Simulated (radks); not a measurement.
Species: Ta. Configuration: [Xe] 4f14 5d3.25 6s1.75 (fractional occupations, a model configuration). All-electron calculation, scalar-relativistic Kohn-Sham, Wu-Cohen GGA, spin-polarised, spherical densities, finite nucleus; open shells are filled with parallel spins first (spin-orbit coupling, left out, can overturn this in heavy ions); Fermi nuclear charge, rms radius 5.3507 fm. Program: a radial shooting solver on a logarithmic mesh with Libxc functionals.

Local quantities along the radius. ELF = 1/(1 + alpha^2) is the electron localisation function; alpha = (tau - tau_W)/tau_unif compares the Pauli kinetic energy density with that of the uniform gas (summed over spins); 4 pi r^2 rho is in e/bohr; -r V(r) is the screened charge that the Kohn-Sham potential of spin up presents (atomic units); s = |grad rho|/(2 (3 pi^2)^(1/3) rho^(4/3)) is the reduced gradient. tau is taken from the large components.

| r (bohr) | ELF | alpha | 4 pi r^2 rho | -r V(r) | s |
|---|---|---|---|---|---|
| 0.0009489 | 0.999 | 0.02322 | 6.673 | 72.62 | 0.9021 |
| 0.001307 | 0.999 | 0.02471 | 10.89 | 72.45 | 0.7728 |
| 0.0018 | 0.999 | 0.02736 | 17.41 | 72.23 | 0.6817 |
| 0.002478 | 0.999 | 0.03189 | 27.08 | 71.92 | 0.6218 |
| 0.003413 | 0.998 | 0.03971 | 40.56 | 71.49 | 0.5884 |
| 0.0047 | 0.997 | 0.05385 | 57.69 | 70.91 | 0.5790 |
| 0.006472 | 0.993 | 0.08150 | 76.52 | 70.13 | 0.5934 |
| 0.008842 | 0.981 | 0.1395 | 92.18 | 69.13 | 0.6310 |
| 0.01218 | 0.926 | 0.2829 | 99.57 | 67.79 | 0.6887 |
| 0.01677 | 0.707 | 0.6444 | 95.59 | 66.05 | 0.7267 |
| 0.02309 | 0.383 | 1.269 | 88.50 | 63.82 | 0.6210 |
| 0.0318 | 0.375 | 1.292 | 95.85 | 61.02 | 0.3614 |
| 0.0438 | 0.642 | 0.7470 | 121.1 | 57.62 | 0.2866 |
| 0.06031 | 0.736 | 0.5996 | 133.5 | 53.46 | 0.4017 |
| 0.08306 | 0.482 | 1.037 | 112.9 | 48.56 | 0.4819 |
| 0.1144 | 0.378 | 1.282 | 104.7 | 42.96 | 0.2622 |
| 0.1575 | 0.689 | 0.6719 | 121.9 | 36.89 | 0.2693 |
| 0.2169 | 0.596 | 0.8241 | 93.56 | 30.45 | 0.5061 |
| 0.2987 | 0.268 | 1.652 | 61.26 | 23.89 | 0.2995 |
| 0.4114 | 0.662 | 0.7152 | 73.11 | 17.67 | 0.2118 |
| 0.5665 | 0.640 | 0.7492 | 55.41 | 12.16 | 0.4673 |
| 0.7802 | 0.356 | 1.345 | 26.43 | 8.046 | 0.5739 |
| 1.074 | 0.487 | 1.026 | 15.42 | 5.223 | 0.5160 |
| 1.468 | 0.549 | 0.9060 | 8.321 | 3.350 | 0.7422 |
| 2.021 | 0.314 | 1.477 | 3.384 | 2.104 | 0.9368 |
| 2.784 | 0.344 | 1.380 | 1.625 | 1.376 | 0.9163 |
| 3.834 | 0.457 | 1.090 | 0.7412 | 0.9530 | 1.374 |
| 5.279 | 0.255 | 1.709 | 0.1889 | 0.5065 | 2.767 |
| 7.27 | 0.037 | 5.115 | 0.02353 | 0.3884 | 6.668 |
| 10.01 | 0.001 | 31.70 | 0.001111 | 0.1651 | 22.50 |

On this mesh the ELF has minima near r = 0.027, 0.097, 0.30, 0.78, 2.4 bohr, which separate the shells, and maxima near 0.060 (0.74), 0.18 (0.72), 0.48 (0.71), 1.3 (0.57), 3.8 (0.46).

Self-consistent cycle (total energy in hartree, residual of the potential): 1: -15594.76884, 7e+00; 2: -15600.39689, 3e+00; 3: -15601.20179, 9e-01; 4: -15601.17212, 5e-01; 5: -15601.20057, 1e-01; 6: -15601.20384, 9e-02; 7: -15601.20440, 6e-02; 8: -15601.20516, 2e-03; 9: -15601.20516, 2e-04; 10: -15601.20516, 1e-04; 11: -15601.20516, 3e-05; 12: -15601.20516, 2e-07; 13: -15601.20516, 9e-08; 14: -15601.20516, 6e-08; 15: -15601.20516, 2e-08; 16: -15601.20516, 2e-09.
